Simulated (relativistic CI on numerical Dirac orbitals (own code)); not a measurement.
**Electric-dipole transitions in Sm52+**

These numbers are calculated, not measured: Dirac-Coulomb-Breit CI, orbitals from a KLI potential per configuration, model QED, unscaled Slater integrals (own radial code, finite nucleus).

Configurations in the expansion (outside the closed core 1s2): 2s²2p⁶, 2s²2p⁵3s, 2s²2p⁵3p, 2s²2p⁵3d, 2s2p⁶3s, 2s2p⁶3p, 2s2p⁶3d, 2s²2p⁵4s, 2s²2p⁵4p, 2s²2p⁵4d, 2s²2p⁵4f, 2s2p⁶4s, 2s²2p⁴3s², 2s2p⁶4p, 2s2p⁶4d, 2s²2p⁴3s3p. Levels of other configurations are missing.

```csv
λ vac (Å),Lower,Upper,A (s⁻¹),gf,Branching (%)
1.4300,2s²2p⁶ ¹S0 [1],2s²2p⁵4d ³D°1 [69],2.96e+14,2.73e-01,84.4
1.5361,2s²2p⁶ ¹S0 [1],2s²2p⁵4d ¹P°1 [53],4.88e+14,5.18e-01,89.8
1.7762,2s²2p⁶ ¹S0 [1],2s2p⁶3p ¹P°1 [33],2.15e+14,3.04e-01,97.4
1.8363,2s²2p⁶ ¹S0 [1],2s²2p⁵3d ³D°1 [27],9.42e+14,1.43e+00,99.9
2.0041,2s²2p⁶ ¹S0 [1],2s²2p⁵3d ¹P°1 [17],1.30e+15,2.35e+00,100.0
5.4077,2s²2p⁵3s ³P°2 [2],2s²2p⁵4p ³D3 [42],2.03e+13,6.22e-01,81.2
5.5513,2s²2p⁵3p ³D1 [20],2s²2p⁵4d ³F°2 [68],4.48e+13,1.03e+00,81.8
5.5514,2s²2p⁵3p ³P1 [4],2s²2p⁵4d ³D°2 [49],2.16e+13,5.00e-01,39.6
5.5570,2s²2p⁵3p ³D2 [5],2s²2p⁵4d ³D°2 [49],2.22e+13,5.14e-01,40.6
5.5583,2s²2p⁵3p ³P1 [4],2s²2p⁵4d ³P°1 [47],3.70e+13,5.14e-01,60.2
5.5621,2s²2p⁵3p ³D2 [5],2s²2p⁵4d ³F°3 [48],4.50e+13,1.46e+00,82.1
5.5711,2s²2p⁵3s ³P°2 [2],2s²2p⁵4p ³D2 [41],1.36e+13,3.17e-01,39.8
5.5728,2s²2p⁵3s ³P°2 [2],2s²2p⁵4p ³P1 [40],2.35e+13,3.28e-01,69.0
5.5880,2s²2p⁵3s ¹P°1 [3],2s²2p⁵4p ³D2 [41],1.40e+13,3.28e-01,40.8
5.9496,2s²2p⁵3p ³P1 [22],2s²2p⁵4d ³P°2 [70],4.87e+13,1.29e+00,87.1
5.9535,2s²2p⁵3p ¹P1 [7],2s²2p⁵4d ¹D°2 [51],3.63e+13,9.65e-01,64.9
5.9587,2s²2p⁵3p ³D3 [6],2s²2p⁵4d ³F°4 [50],5.57e+13,2.67e+00,99.7
5.9595,2s²2p⁵3p ³D2 [23],2s²2p⁵4d ³F°3 [71],5.56e+13,2.07e+00,99.6
5.9721,2s2p⁶3p ³P°2 [32],2s2p⁶4d ³D3 [84],5.55e+13,2.08e+00,90.6
5.9733,2s2p⁶3p ¹P°1 [33],2s2p⁶4d ¹D2 [85],5.11e+13,1.37e+00,82.8
5.9738,2s²2p⁵3p ³P2 [8],2s²2p⁵4d ³D°3 [52],4.47e+13,1.67e+00,80.2
5.9822,2s²2p⁵3p ³P2 [8],2s²2p⁵4d ¹D°2 [51],1.84e+13,4.94e-01,32.9
6.2535,2s²2p⁵3d ³P°0 [10],2s²2p⁵4f ³D1 [54],5.50e+13,9.67e-01,46.5
6.2714,2s²2p⁵3d ³P°1 [11],2s²2p⁵4f ³D2 [56],6.46e+13,1.91e+00,55.2
6.2749,2s²2p⁵3d ³F°2 [26],2s²2p⁵4f ³G3 [72],1.08e+14,4.47e+00,93.3
6.2772,2s²2p⁵3d ³F°3 [12],2s²2p⁵4f ³F3 [57],2.19e+13,9.07e-01,18.9
6.2775,2s²2p⁵3d ³P°1 [11],2s²2p⁵4f ³D1 [54],5.47e+13,9.69e-01,46.2
6.2848,2s²2p⁵3d ³F°3 [12],2s²2p⁵4f ³G4 [55],1.08e+14,5.74e+00,92.9
6.2950,2s²2p⁵3d ³D°2 [13],2s²2p⁵4f ³F3 [57],8.45e+13,3.51e+00,72.9
6.2982,2s²2p⁵3d ³D°2 [13],2s²2p⁵4f ³D2 [56],3.99e+13,1.19e+00,34.1
6.3324,2s²2p⁵3d ³D°1 [27],2s²2p⁵4f ³F2 [73],9.32e+13,2.80e+00,79.7
6.3643,2s²2p⁵3d ³F°4 [14],2s²2p⁵4f ³F4 [61],1.29e+13,7.04e-01,11.4
6.3732,2s²2p⁵3d ³F°4 [14],2s²2p⁵4f ³G5 [58],1.14e+14,7.62e+00,99.8
6.3785,2s²2p⁵3d ³P°2 [28],2s²2p⁵4f ³D3 [75],1.08e+14,4.63e+00,94.7
6.3843,2s²2p⁵3d ¹D°2 [15],2s²2p⁵4f ¹F3 [60],9.37e+13,4.01e+00,81.9
6.3891,2s²2p⁵3d ³F°3 [29],2s²2p⁵4f ³G4 [74],1.13e+14,6.25e+00,99.8
6.4087,2s²2p⁵3d ³D°3 [16],2s²2p⁵4f ³F4 [61],1.00e+14,5.55e+00,88.3
6.4115,2s²2p⁵3d ³D°3 [16],2s²2p⁵4f ¹F3 [60],1.97e+13,8.50e-01,17.2
6.4958,2s²2p⁵3d ¹P°1 [17],2s²2p⁵4f ¹D2 [59],9.15e+13,2.89e+00,79.0
6.5316,2s²2p⁵3p ³D3 [6],2s²2p⁵4s ³P°2 [38],1.35e+13,4.33e-01,49.7
12.415,2s²2p⁵3s ³P°2 [2],2s2p⁶3s ³S1 [24],4.42e+12,3.07e-01,79.2
12.415,2s²2p⁵3p ³D3 [6],2s2p⁶3p ³P°2 [32],3.87e+12,4.47e-01,66.5
41.170,2s²2p⁵3p ³D2 [5],2s²2p⁵3d ³F°3 [12],3.27e+11,5.81e-01,98.2
44.360,2s²2p⁵3s ³P°2 [2],2s²2p⁵3p ³D3 [6],3.76e+11,7.76e-01,100.0
72.054,2s²2p⁵3p ³D3 [6],2s²2p⁵3d ³F°4 [14],7.41e+10,5.19e-01,100.0
```

Terms are leading LS components. Brackets give the number of a level in order of energy, since labels repeat. The list gives strong lines, with weight on those to low levels, without lines whose two gauges differ by over a factor of 2.5, among the lowest 85 of 132 levels, so that lines to higher ones, which can be the strongest, are missing. Levels whose partners in the same complex of configurations lie outside the list can be far off, and so can their lines. Rates are taken at the computed energies, electric ones in the length gauge.

At this charge energies of transitions that change n are usually good to better than 1 %, and those within a shell (Δn = 0) to a few per cent.

LS names give the leading component of a level, which can be under half, so a name can repeat, a term be missing and a line seem to break the LS rules.
